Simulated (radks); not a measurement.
Results of a calculation; reference values are marked as such.
Valence configurations of the tin ion Sn3+ (all share [Kr]). Code: a radial shooting solver on a logarithmic mesh with Libxc functionals. Model: scalar-relativistic Kohn-Sham, r2SCAN, spin-polarised, spherical densities, finite nucleus; open shells are filled with parallel spins first (spin-orbit coupling, left out, can overturn this in heavy ions); meta-GGA in the generalised Kohn-Sham scheme; Fermi nuclear charge, rms radius 4.6519 fm. Energies are relative to 4d10 5s1; eigenvalues in eV for spin up.

valence          E (eV)  moment (Bohr magnetons)    e(4d)    e(5p)    e(5s)
4d10 5s1          0.000                        1  -55.900        -  -36.675
4d10 5p1          9.473                        1  -57.160  -27.752        -
4d9.5 5s1.5      10.762                        1  -58.785        -  -37.532
4d9.5 5s1 5p0.5  14.591                        2  -59.471  -28.674  -38.637
4d9 5s2          21.823                        1  -61.674        -  -38.320
4d9 5s1 5p1      29.810                        3  -63.013  -30.172  -40.436
4d8 5s2 5p1      55.410                        3  -68.890  -31.311  -42.030
4d8 5s1.5 5p1.5  59.340                        4  -69.498  -32.134  -42.942
4d8 5s1 5p2      62.355                        5  -70.037  -32.801  -43.691
4d7.5 5s2 5p1.5  73.196                        4  -72.458  -32.685  -43.714

NIST lists [Kr] 4d10 5s1 as the ground configuration; this level of theory agrees among the configurations tried. The energies are those of spherical high-spin densities, not of single terms.
